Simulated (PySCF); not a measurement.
# Electron correlation in Fe (iron, neutral)

[Ar] 3d6 4s2, high-spin 5D determinant. Calculation: PySCF 2.14, in def2-QZVPPD; no relativity, point nucleus. Frozen: [Ar]; 8 electrons correlated.

```
  level  correlation energy (mhartree)
   CCSD                        -199.28
    (T)                          -7.20
CCSD(T)                        -206.48
```

Diagnostics: T1 = 0.024, D1 = 0.0739, largest double amplitude 0.071.

Cost of the coupled-cluster step: of the order of 50 core-seconds, for 8 correlated electrons.

Iterations:

```
CC2 = 0
CCSD nocc = (np.int64(6), np.int64(2)), nmo = (91, 91)
frozen orbitals [[0, 1, 2, 3, 4, 5, 6, 7, 8], [0, 1, 2, 3, 4, 5, 6, 7, 8]]
max_cycle = 100
direct = 0
conv_tol = 1e-08
conv_tol_normt = 1e-06
diis_space = 8
diis_start_cycle = 0
Init t2, MP2 energy = -0.18955554259057
Init E_corr(UCCSD) = -0.189555542592529
cycle = 1  E_corr(UCCSD) = -0.192284512123232  dE = -0.00272896953  norm(t1,t2) = 0.0741011
cycle = 2  E_corr(UCCSD) = -0.196635097561986  dE = -0.00435058544  norm(t1,t2) = 0.0302053
cycle = 3  E_corr(UCCSD) = -0.198692769286808  dE = -0.00205767172  norm(t1,t2) = 0.0155648
cycle = 4  E_corr(UCCSD) = -0.199227754066638  dE = -0.00053498478  norm(t1,t2) = 0.00357487
cycle = 5  E_corr(UCCSD) = -0.199252552578668  dE = -2.4798512e-05  norm(t1,t2) = 0.00156878
cycle = 6  E_corr(UCCSD) = -0.199264519684919  dE = -1.19671063e-05  norm(t1,t2) = 0.000799544
cycle = 7  E_corr(UCCSD) = -0.199284753095738  dE = -2.02334108e-05  norm(t1,t2) = 0.000444937
cycle = 8  E_corr(UCCSD) = -0.199284007465628  dE = 7.45630109e-07  norm(t1,t2) = 0.000196022
cycle = 9  E_corr(UCCSD) = -0.199282747206225  dE = 1.2602594e-06  norm(t1,t2) = 0.000115355
cycle = 10  E_corr(UCCSD) = -0.19928310982471  dE = -3.62618485e-07  norm(t1,t2) = 5.3599e-05
cycle = 11  E_corr(UCCSD) = -0.199283436489684  dE = -3.26664974e-07  norm(t1,t2) = 2.77154e-05
cycle = 12  E_corr(UCCSD) = -0.19928286251575  dE = 5.73973934e-07  norm(t1,t2) = 1.56928e-05
cycle = 13  E_corr(UCCSD) = -0.19928283886424  dE = 2.365151e-08  norm(t1,t2) = 1.12276e-05
cycle = 14  E_corr(UCCSD) = -0.199282747089482  dE = 9.17747573e-08  norm(t1,t2) = 9.76188e-06
cycle = 15  E_corr(UCCSD) = -0.199282885327361  dE = -1.38237878e-07  norm(t1,t2) = 7.86966e-06
cycle = 16  E_corr(UCCSD) = -0.199282917856408  dE = -3.25290471e-08  norm(t1,t2) = 4.62465e-06
cycle = 17  E_corr(UCCSD) = -0.199282856878416  dE = 6.09779919e-08  norm(t1,t2) = 2.65037e-06
cycle = 18  E_corr(UCCSD) = -0.19928282490443  dE = 3.19739855e-08  norm(t1,t2) = 1.39415e-06
cycle = 19  E_corr(UCCSD) = -0.199282824969445  dE = -6.50143273e-11  norm(t1,t2) = 7.84981e-07
UCCSD converged
E(UCCSD) = -1262.653757741927  E_corr = -0.1992828249694446
UCCSD(T) correction = -0.00719791271502829
```
